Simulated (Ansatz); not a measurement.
C3H9NSi can be A, `C/C([SiH3])=C\N`, or B, `CNC1C[SiH2]1`.

Program: Ansatz. Geometries: PBE0-D4/def2-TZVP. ΔE: electronic, gas phase. CBS: MP2 limit from def2 TZ/QZ plus the TZ coupled-cluster correction, frozen cores. Functionals use def2-TZVPP. B3LYP here is the variant with VWN-RPA as its local correlation; programs differ in this. One conformer a species, not always the lowest.

Which isomer does CCSD(T)/CBS put lower? Give the gap. (Estimate.)

Ansatz gave: A, by 107.9 kJ/mol.

Give E(B) − E(A) in kJ/mol with CCSD/def2-TZVPP, CCSD(T)/def2-TZVPP, MP2/def2-TZVPP, ωB97M-V, r2SCAN-D4, B3LYP-D4, B2PLYP. (An estimate is asked.)

Ansatz gave: CCSD/def2-TZVPP 107.6, CCSD(T)/def2-TZVPP 107.6, MP2/def2-TZVPP 105.6, ωB97M-V 104.5, r2SCAN-D4 108.5, B3LYP-D4 119.2, B2PLYP 115.0. None reverses the order clearly.

Largest T1 diagnostic: 0.012.

In def2-TZVPP, CCSD(T) changes the Hartree–Fock value by −22.9 kJ/mol (the triples alone add +0.0 kJ/mol) and MP2 by −25.0 kJ/mol.
